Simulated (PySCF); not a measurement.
MoH₃, SMILES [MoH3] (connectivity only; charge and spin as stated), neutral, multiplicity 4.

Coordinates come from a B3LYP-D3(BJ)/def2-TZVPD optimisation. A frequency run showed that this geometry is not a minimum. The multiplicity is an assumed one; other spin states were not compared. The def2 effective core potentials stand for the cores of Mo; spin–orbit coupling is left out.

Two levels are set side by side: PBE/def2-TZVPD (PySCF) and ωB97X/def2-TZVPD (PySCF). Same geometry, gas phase. Differences are taken from unrounded values.

| quantity | ωB97X |
|---|---|
| α-spin orbital gap (eV) | 8.26 |
| β-spin orbital gap (eV) | 10.20 |
| mean polarisability (bohr³) | 54.1 |

**Question.** What does PBE give, and how far is it from ωB97X? (An estimate is asked for; the answer gives what the named calculation found.)

**Answer.** 
| quantity | PBE | PBE minus ωB97X |
|---|---|---|
| α-spin orbital gap (eV) | 1.93 | -6.33 |
| β-spin orbital gap (eV) | 4.54 | -5.66 |
| mean polarisability (bohr³) | 55.0 | 1.0 |

Rough cost on one machine, each run with all the roots and properties that it gave: ωB97X against PBE within a factor of 2.
